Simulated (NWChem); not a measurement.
Species: SiH$_{3}$SeF; SMILES F[SiH2][SeH]

```xyz
6

Si     0.5403     1.1178    -0.0057
F     -0.7118     2.1364     0.0378
Se    -0.0958    -1.0739     0.0335
H      1.3495     1.2995     1.2213
H      1.3003     1.4122    -1.2427
H     -0.5504    -1.0765    -1.3769
```
Atoms are numbered in this order, from 1.

Geometry: optimised at B3LYP/6-31G* (spherical d).

**Question.** List the 4 lowest vertical singlet excitations from PBE/def2-SVP, full TDDFT (NWChem).

**Answer.** 
```tsv
state	energy (eV)	oscillator strength	leading excitation (squared amplitude)
S1	5.56	0.000	HOMO → LUMO (0.99)
S2	6.13	0.015	HOMO → LUMO+1 (0.90)
S3	6.30	0.037	HOMO → LUMO+2 (0.89)
S4	7.25	0.004	HOMO−1 → LUMO (0.89)
```
